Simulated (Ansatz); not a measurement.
Gas-phase electronic energies from Ansatz, PBE0-D4/def2-TZVP geometries. CCSD(T)/CBS adds triple-zeta CCSD(T) − MP2 to the extrapolated MP2 energy (def2 sets, frozen cores). This one scheme is used for every species. DFT in def2-TZVPP. def2 core potentials past Kr. For Nb outer-core shells are correlated without core-valence functions, which leaves a few kJ/mol of doubt a bond. One conformer a species, not always the lowest.

Reaction (ligand exchange at the Nb–F bond): `[NH2][Nb]([F])(=[S])[Cl]` + HCl → `[NH2][Nb](=[S])([Cl])[Cl]` + H–F

`[NH2][Nb]([F])(=[S])[Cl]`:

Z-matrix (Å, degrees):
```
Nb
F 1 1.862
S 1 2.130 2 111.4
N 1 1.934 2 109.9 3 115.7
Cl 1 2.289 2 110.3 3 -123.6
H 4 1.009 1 127.1 2 -121.7
H 4 1.013 1 121.8 2 58.6
```

HCl:

```xyz
2

Cl    0.375    0.018    0.517
H    -0.375   -0.018   -0.517
```

`[NH2][Nb](=[S])([Cl])[Cl]`:

```xyz
7

N     0.491    0.514    1.010
Nb   -0.272   -0.308   -0.562
S     0.001   -2.394   -0.264
Cl   -2.493    0.216   -0.696
Cl    0.852    0.407   -2.419
H     0.499    1.519    1.137
H     0.921    0.045    1.793
```

H–F:

Cartesian coordinates in Å:
```
F 0.412 -0.202 0.037
H -0.412 0.202 -0.037
```

CCSD(T)/CBS gives -7.0 kJ/mol.

Problem. Another level gave -0.4 kJ/mol. Which?
A. CAM-B3LYP/def2-TZVPP
B. PBE0-D4/def2-TZVPP
C. r2SCAN/def2-TZVPP
D. CAM-B3LYP-D4/def2-TZVPP

Solution. B. PBE0-D4 -0.4, r2SCAN 8.8, CAM-B3LYP-D4 13.7, CAM-B3LYP 17.8 kJ/mol.

Largest T1 diagnostic among the species: 0.023, so the coupled-cluster value is less sure than usual.

Leaving LDA and LC-ωPBE aside and taking each functional with its dispersion term where it has one, the values, not all of them listed here, spread over 22.2 kJ/mol, from PBE-QIDH to CAM-B3LYP-D4. LDA lies −4.2 kJ/mol from PBE without D4. From PBE to PBE0 (25 % exact exchange), in def2-TZVPP and without D4, ΔE moves by −6.2 kJ/mol. At CCSD(T), def2-SVP lies +16.1 kJ/mol from the extrapolated value and def2-TZVPP +3.9 kJ/mol.
